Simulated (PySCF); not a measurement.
Species: C6H8SSi.
Numbering: `[CH2:1]=[CH:2][SiH2:3][c:4]1[cH:5][cH:6][cH:7][s:8]1` (hydrogens: H9, H10 on C1; H11 on C2; H12, H13 on Si3; H14 on C5; H15 on C6; H16 on C7)

Structure optimised with GFN2-xTB, isolated species.

Task: Give the optimised bond lengths and angles.

Result: 
| bond | length (bohr) |
| --- | --- |
| C1=C2 | 2.502 |
| C2–Si3 | 3.561 |
| Si3–C4 | 3.543 |
| C4–C5 | 2.577 |
| C5–C6 | 2.666 |
| C6–C7 | 2.565 |
| C7–S8 | 3.246 |
| C4–S8 | 3.281 |
| C1–H9 | 2.038 |
| C1–H10 | 2.041 |
| C2–H11 | 2.049 |
| Si3–H12, Si3–H13 | 2.775 |
| C5–H14 | 2.033 |
| C6–H15 | 2.033 |
| C7–H16 | 2.026 |

Bonds in one row agree within 0.02 bohr and their mean is given. A selection of angles:
| angle | degrees |
| --- | --- |
| C1–C2–Si3 | 125.4 |
| C2–Si3–C4 | 110.0 |
| Si3–C4–C5 | 128.9 |
| Si3–C4–S8 | 121.0 |
| C5–C4–S8 | 110.1 |
| C4–C5–C6 | 114.0 |
| C5–C6–C7 | 112.3 |
| C6–C7–S8 | 111.9 |
| C4–S8–C7 | 91.8 |

Dihedral angles: C1–C2–Si3–C4 -1° (synperiplanar); C2–Si3–C4–C5 -114° (anticlinal). The mirror-image conformer, all signs reversed, is as good.

S8 (thiophene-type sulfur) is bent (angle 91.8°). The 5-membered ring C4–C5–C6–C7–S8 has internal angles of 91.8° to 114.0° (sum 540°, against 540° for a flat polygon); it is planar, 0.00 Å rms from its mean plane, widest ring torsion 0°. Si3 (SiH2 silicon) is tetrahedral (angles from 107.2° to 110.8°). The C–C distances run from 1.324 Å (C1=C2, drawn double) to 1.411 Å (C5–C6, aromatic), a spread of 0.087 Å. Of the pairs four or more bonds apart, C4···H9 is among the closest relative to their van der Waals radii: 2.89 Å, 100 % of the sum of Bondi's values.

Point group: C1 (no symmetry element, even within 0.4 Å). GFN2-xTB frequencies: not computed here. One conformer, not necessarily the lowest.
